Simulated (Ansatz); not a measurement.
`C[SiH](F)[SeH]` and `C[SiH](F)S` differ in one element.

Ansatz, PBE0-D4/def2-TZVP geometries, multiplicity 1. Each molecule was computed in one conformer, which needn't be the lowest.

Scalar relativity is left out up to krypton.

```tsv
property	`C[SiH](F)[SeH]`
LUMO energy (PBE0/def2-TZVPP) / eV	0.03
size of the dipole moment (PBE/def2-TZVPP) / D	1.88
HOMO–LUMO gap (ωB97M-V/def2-TZVPP) / eV	11.35
size of the dipole moment (B3LYP/def2-TZVPP) / D	1.91
HOMO energy (PBE0/def2-TZVPP) / eV	-7.31
ideal-gas entropy at 298 K and 1 bar (rigid rotor, harmonic PBE0-D4/def2-TZVP) / J/(mol·K)	344
```

**Question.** What does the change do to each property? (Estimate.)

**Answer.** The calculation gave: 
```
                                                                                  property  `C[SiH](F)S`  shift
                                                        LUMO energy (PBE0/def2-TZVPP) / eV          0.34   0.31
                                            size of the dipole moment (PBE/def2-TZVPP) / D          1.98   0.10
                                                   HOMO–LUMO gap (ωB97M-V/def2-TZVPP) / eV         12.14   0.79
                                          size of the dipole moment (B3LYP/def2-TZVPP) / D          2.00   0.09
                                                        HOMO energy (PBE0/def2-TZVPP) / eV         -7.79  -0.48
ideal-gas entropy at 298 K and 1 bar (rigid rotor, harmonic PBE0-D4/def2-TZVP) / J/(mol·K)           330    -14
```

With PBE0 the HOMO falls by 0.48 eV and the LUMO rises by 0.31 eV, so the gap widens by about 0.79 eV. PBE moves the HOMO by -0.39 eV and ωB97M-V by -0.53 eV. Dipoles are sizes alone; their direction can turn.

B3LYP here is the variant with VWN-RPA as its local correlation; programs differ in this.

Spin–orbit coupling is left out; it splits and shifts lone-pair levels of the heavy atoms by tenths of an eV.
